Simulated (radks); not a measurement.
Results of a calculation; reference values are marked as such.
Pm II, 60 electrons, occupied as [Kr] 4d10 4f5 5p6 6s1 6p2 (not the ground configuration). Code: a radial shooting solver on a logarithmic mesh with Libxc functionals. Model: Dirac Kohn-Sham, RPBE, spin-unpolarised, spherical densities, finite nucleus; open shells fill j = l - 1/2 first; Fermi nuclear charge, rms radius 4.962 fm.

Radial electron density D(r) = 4 pi r^2 rho(r):

r (bohr)  D(r) (e/bohr)
0.002069          11.07
0.002827          17.65
0.003831          26.91
0.005234          39.66
0.007094          54.55
0.009691          69.79
0.01313           80.23
0.01794           82.03
0.02432           76.15
0.03322           72.83
0.04502           83.98
0.06151           102.9
0.08336           102.6
0.1139            82.94
0.1543            83.13
0.2109            92.32
0.2858            62.88
0.3904            36.30
0.5291            42.84
0.7171            33.76
0.9796            15.30
1.328             8.656
1.814             4.601
2.458             1.736
3.358             1.189
4.551            0.7109
6.218            0.1634
8.427           0.01427
11.51         0.0002693

D(r) has 4 maxima, at r = 0.0162, 0.0716, 0.201, 0.555 bohr, and minima at 0.0314, 0.132, 0.400 bohr, inside which lie 2.02, 11.16, 29.15 electrons.
